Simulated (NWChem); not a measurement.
MgSiH$_{4}$O; SMILES [SiH3][O][MgH]

```xyz
7

Mg     0.0073     1.9347     0.0062
H      0.0165     3.6232     0.0132
O     -0.0007     0.1325     0.0001
Si    -0.0003    -1.5032    -0.0006
H     -1.0809    -2.0540    -0.8838
H     -0.2244    -2.0543     1.3767
H      1.3051    -2.0531    -0.4953
```
Atoms are numbered in this order, from 1.

Program: NWChem. Pople sets run with spherical d functions. All runs use the structure optimised with PBE0/def2-SVP. Vertical excitations in the gas phase; the lowest state need not have the same character in each row.

**Question.** Among these, which level gives the lowest value of “lowest excitation, singlet (eV)”?
A) BHandHLYP/6-31+G*, full TDDFT
B) CAM-B3LYP/6-31+G*, full TDDFT
C) PBE/6-31+G*, full TDDFT
D) B3LYP/6-31+G*, full TDDFT

**Answer.** C, PBE/6-31+G*, full TDDFT. Values: PBE/6-31+G*, full TDDFT 4.95; B3LYP/6-31+G*, full TDDFT 5.57; CAM-B3LYP/6-31+G*, full TDDFT 6.05; BHandHLYP/6-31+G*, full TDDFT 6.42
